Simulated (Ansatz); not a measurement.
Basis-set extrapolation for triethylaluminium, C₆H₁₅Al (PBE0-D4/def2-TZVP geometry, frozen core, Ansatz). Multiplicity 1, RHF reference.

|  | def2-TZVPP | def2-QZVPP |
| --- | --- | --- |
| HF | -477.954355 | -477.972731 |
| MP2 correlation | -1.145588 | -1.217319 |
| CCSD(T) correlation | -1.275334 | not run |

Energies in hartree. Use E(X) = E(∞) + A·exp(−7.88·√X) for Hartree–Fock and E(X) = E(∞) + B·X^(−2.97) for correlation, with X = 3 and 4, and add CCSD(T) minus MP2 of the smaller set to the MP2 limit.

Question: What is the CCSD(T) energy at the basis-set limit?

Answer: HF limit: -477.972731 + (-0.018376) × 0.13774 = -477.97526. MP2 limit: -1.217319 + (-0.071731) × 0.74074 = -1.27045. Higher-order term: -1.275334 − (-1.145588) = -0.12975. Total: -479.37546 hartree, 3.97 eV below CCSD(T)/def2-TZVPP.
